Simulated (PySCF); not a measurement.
C₄H₇FO₂.
SMILES with atom numbers: `[F:1][C@H:2]1[CH2:3][O:4][CH2:5][CH2:6][O:7]1` (hydrogens: H8 on C2; H9, H10 on C3; H11, H12 on C5; H13, H14 on C6)

The same species was optimised twice, with GFN2-xTB and with PBE0-D3(BJ)/def2-SVP (PySCF), and the same property calculations (PySCF, gas phase) were run on both structures.

```json
{"coordinate": "C5–C6 (Å)", "GFN2-xTB": "1.526", "PBE0-D3(BJ)/def2-SVP": "1.512", "change": "-0.014"}
{"coordinate": "C2–C3 (Å)", "GFN2-xTB": "1.534", "PBE0-D3(BJ)/def2-SVP": "1.520", "change": "-0.014"}
{"coordinate": "F1–C2 (Å)", "GFN2-xTB": "1.386", "PBE0-D3(BJ)/def2-SVP": "1.377", "change": "-0.009"}
{"coordinate": "C6–O7 (Å)", "GFN2-xTB": "1.427", "PBE0-D3(BJ)/def2-SVP": "1.420", "change": "-0.007"}
{"coordinate": "O4–C5 (Å)", "GFN2-xTB": "1.413", "PBE0-D3(BJ)/def2-SVP": "1.405", "change": "-0.008"}
{"coordinate": "C3–O4 (Å)", "GFN2-xTB": "1.405", "PBE0-D3(BJ)/def2-SVP": "1.399", "change": "-0.006"}
{"coordinate": "C2–O7 (Å)", "GFN2-xTB": "1.374", "PBE0-D3(BJ)/def2-SVP": "1.375", "change": "+0.001"}
{"coordinate": "C3–C2–O7 (°)", "GFN2-xTB": "113.3", "PBE0-D3(BJ)/def2-SVP": "112.3", "change": "-1.0"}
{"coordinate": "C2–O7–C6 (°)", "GFN2-xTB": "112.4", "PBE0-D3(BJ)/def2-SVP": "113.2", "change": "+0.8"}
{"coordinate": "F1–C2–O7 (°)", "GFN2-xTB": "109.7", "PBE0-D3(BJ)/def2-SVP": "109.9", "change": "+0.2"}
{"coordinate": "C3–O4–C5 (°)", "GFN2-xTB": "111.1", "PBE0-D3(BJ)/def2-SVP": "111.2", "change": "+0.1"}
{"coordinate": "O4–C5–C6 (°)", "GFN2-xTB": "110.1", "PBE0-D3(BJ)/def2-SVP": "110.0", "change": "-0.1"}
{"coordinate": "F1–C2–C3 (°)", "GFN2-xTB": "108.8", "PBE0-D3(BJ)/def2-SVP": "108.9", "change": "+0.1"}
{"coordinate": "C5–C6–O7 (°)", "GFN2-xTB": "110.0", "PBE0-D3(BJ)/def2-SVP": "110.0", "change": "0.0"}
{"coordinate": "C2–C3–O4 (°)", "GFN2-xTB": "112.2", "PBE0-D3(BJ)/def2-SVP": "112.2", "change": "0.0"}
```

Rotational constants: A = 4024, B = 2864, C = 2128 MHz (GFN2-xTB) against A = 4066, B = 2883, C = 2151 MHz (PBE0-D3(BJ)/def2-SVP). Point groups within 0.08 Å: C1 and C1.

On the GFN2-xTB structure: lowest singlet, TDDFT (eV) 7.50 [wB97X-D/def2-SVPD]; lowest triplet, Tamm–Dancoff (eV) 7.31 [wB97X-D/def2-SVPD]; isotropic polarisability (au) 54.6 [wB97X-D/def2-SVPD]; HOMO (eV) -9.43 [wB97X-D/def2-SVPD]; LUMO (eV) 2.26 [wB97X-D/def2-SVPD]; dipole (D) 1.93 [wB97X-D/def2-SVPD]; HOMO (eV) -7.38 [PBE0/pcSseg-1]; LUMO (eV) 1.48 [PBE0/pcSseg-1]; dipole (D) 1.85 [PBE0/pcSseg-1]; GIAO shielding of F1 (ppm) 335.4 [PBE0/pcSseg-1]; GIAO shielding of C2 (ppm) 78.3 [PBE0/pcSseg-1]; GIAO shielding of C3 (ppm) 114.7 [PBE0/pcSseg-1]; GIAO shielding of O4 (ppm) 313.3 [PBE0/pcSseg-1]; GIAO shielding of C5 (ppm) 117.3 [PBE0/pcSseg-1]; GIAO shielding of C6 (ppm) 122.8 [PBE0/pcSseg-1]; GIAO shielding of O7 (ppm) 254.3 [PBE0/pcSseg-1].

What do these properties become on the PBE0-D3(BJ)/def2-SVP structure?

```tsv
property	level	on GFN2-xTB	on PBE0-D3(BJ)/def2-SVP	change
lowest singlet, TDDFT (eV)	wB97X-D/def2-SVPD	7.50	7.52	+0.02
lowest triplet, Tamm–Dancoff (eV)	wB97X-D/def2-SVPD	7.31	7.34	+0.03
isotropic polarisability (au)	wB97X-D/def2-SVPD	54.6	54.8	+0.2
HOMO (eV)	wB97X-D/def2-SVPD	-9.43	-9.43	0.00
LUMO (eV)	wB97X-D/def2-SVPD	2.26	2.25	-0.01
dipole (D)	wB97X-D/def2-SVPD	1.93	1.88	-0.05
energy, GFN2-xTB geometry as zero (kcal/mol)	wB97X-D/def2-SVPD	0.0	-0.2	-0.2
HOMO (eV)	PBE0/pcSseg-1	-7.38	-7.38	0.00
LUMO (eV)	PBE0/pcSseg-1	1.48	1.47	-0.01
dipole (D)	PBE0/pcSseg-1	1.85	1.80	-0.05
energy, GFN2-xTB geometry as zero (kcal/mol)	PBE0/pcSseg-1	0.0	-0.1	-0.1
GIAO shielding of F1 (ppm)	PBE0/pcSseg-1	335.4	338.0	+2.6
GIAO shielding of C2 (ppm)	PBE0/pcSseg-1	78.3	79.4	+1.1
GIAO shielding of C3 (ppm)	PBE0/pcSseg-1	114.7	114.6	-0.1
GIAO shielding of O4 (ppm)	PBE0/pcSseg-1	313.3	313.9	+0.6
GIAO shielding of C5 (ppm)	PBE0/pcSseg-1	117.3	117.2	-0.1
GIAO shielding of C6 (ppm)	PBE0/pcSseg-1	122.8	122.9	+0.1
GIAO shielding of O7 (ppm)	PBE0/pcSseg-1	254.3	255.8	+1.5
```

The heavy atoms differ by 0.013 Å rms after alignment. Among bonds between heavy atoms C2–C3 and C5–C6 change most and about equally (-0.014 Å). Changes are differences of the printed values. Neither structure is proved a minimum here.

The pairwise dispersion term of wB97X-D wasn't added to the energies; at a given geometry it leaves orbitals and properties as they are.
